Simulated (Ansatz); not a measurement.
Species: CH4FSi, charge 0, doublet. CH4FSi (SMILES F[SiH]C, doublet).
B3LYP-D3(BJ)/def2-TZVP minimum from Ansatz (an electronic-structure program):
```xyz
7

Si    -0.3573     0.3343     0.2691
C      1.5086     0.2043     0.2025
F     -0.9813    -0.7077    -0.7976
H     -0.8850    -0.0609     1.6072
H      1.8165    -0.8276     0.3948
H      1.9550     0.8464     0.9646
H      1.8970     0.5047    -0.7712
```
Charge 0, spin multiplicity 2.

Total energies in cc-pV(D+d)Z, 19 correlated electrons, 7 frozen orbitals. Radicals and triplets start from unrestricted determinants; spin-orbit coupling is neglected. Cores are frozen in correlated methods. No relativity.

```
method    program  energy (Eh)  minus CCSDT(Q) (mEh)
--------  -------  -----------  --------------------
HF         Ansatz   -428.60054                457.98
MP2        Ansatz   -429.01506                 43.46
CCSD       Ansatz   -429.04737                 11.15
CCSD(T)    Ansatz   -429.05683                  1.69
CCSDT(Q)   Ansatz   -429.05852                  0.00
```

Rough core times of Ansatz's runs on a shared machine: CCSD(T) under 20 s, CCSDT(Q) 40 min.
